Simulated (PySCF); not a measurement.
Species: C₃H₇ClOSi.
Atom-mapped SMILES: `[SiH3:1][O:2]/[CH:3]=[CH:4]\[CH2:5][Cl:6]` (hydrogens: H7, H8, H9 on Si1; H10 on C3; H11 on C4; H12, H13 on C5)

Structure used (PBE0-D3(BJ)/def2-SVP), in Å, numbered top down from 1:
```
atom  x, y, z in Å
Si1    2.392   -0.172   -0.665
O2     0.732   -0.360   -0.482
C3     0.048   -0.301    0.680
C4    -1.266   -0.054    0.739
C5    -2.105    0.221   -0.452
Cl6   -2.753    1.906   -0.431
H7     2.787    1.246   -0.420
H8     3.100   -1.057    0.309
H9     2.689   -0.570   -2.064
H10    0.624   -0.498    1.594
H11   -1.740   -0.042    1.724
H12   -2.986   -0.434   -0.495
H13   -1.526    0.109   -1.377
```

Linear response at B3LYP/def2-SVPD (PySCF, frozen core in the response, non-relativistic). Geometry: PBE0-D3(BJ)/def2-SVP, one conformer, isolated molecule.

Static isotropic polarisability: 86.66 au (12.84 Å³), principal values 69.8, 76.7, 113.5 au.

Problem. What is the polarisability at 1064 nm and at the sodium D line?

Solution. 87.66 au at 1064 nm (+1.2 %), 90.10 au at 589.3 nm (+4.0 %). The rise at 589.3 nm is 3.43 times that at 1064 nm; a pure ω² law gives 3.26. The lowest singlet lies at 226 nm, shorter than both wavelengths.

Problem. What is the isotropic C6 coefficient between two such molecules, C6 = (3/π)∫α(iω)² dω?

Solution. 2752 au (Eh·bohr⁶) by a ten-point quadrature over imaginary frequencies, which is 1640 eV·Å⁶ or 159 J·nm⁶/mol.

Problem. Which effective excitation energy ω̄ makes London's formula C6 = (3/4)α²ω̄ exact here?

Solution. ω̄ = 4·C6/(3α²) = 0.489 Eh = 13.3 eV. A one-pole form α(ω) = α/(1 − ω²/ω̄²) fitted to the 1064 nm value gives 10.9 eV. London's choice of the ionisation energy (9.01 eV, ΔSCF at the same level) gives C6 = 1860 au, 32 % too low.

Problem. How anisotropic is the static polarisability, by Δα² = ½[(α1 − α2)² + (α2 − α3)² + (α3 − α1)²]?

Solution. Δα = 40.7 au, or 0.47 of the isotropic value.

Problem. The lowest 10 singlets have (eV, f): 5.49, 0.015; 5.91, 0.334; 6.35, 0.005; 6.44, 0.015; 6.49, 0.031; 6.71, 0.004; 6.79, 0.054; 7.03, 0.000; 7.05, 0.038; 7.11, 0.001. What share of the static polarisability do they carry in the sum over states α = Σ f/ω²?

Solution. 9.87 au, 11.4 % of α; the largest term, 7.07 au, is that of the state at 5.91 eV. Their oscillator strengths add up to 0.50. Higher states carry the rest.

Problem. How many electrons N does the Slater–Kirkwood formula C6 = (3/4)·√N·α^(3/2) need to give this C6?

Solution. N = (4·C6/3)²/α³ = 20.7; the species has 64 electrons in all.

Problem. What n − 1 at the D line would an ideal gas of it have at 273.15 K and 1 atm (2.6868 × 10¹⁹ cm⁻³), by n − 1 = 2π·N·α′?

Solution. 22.54 × 10⁻⁴, a formal value whether or not that pressure can be reached.
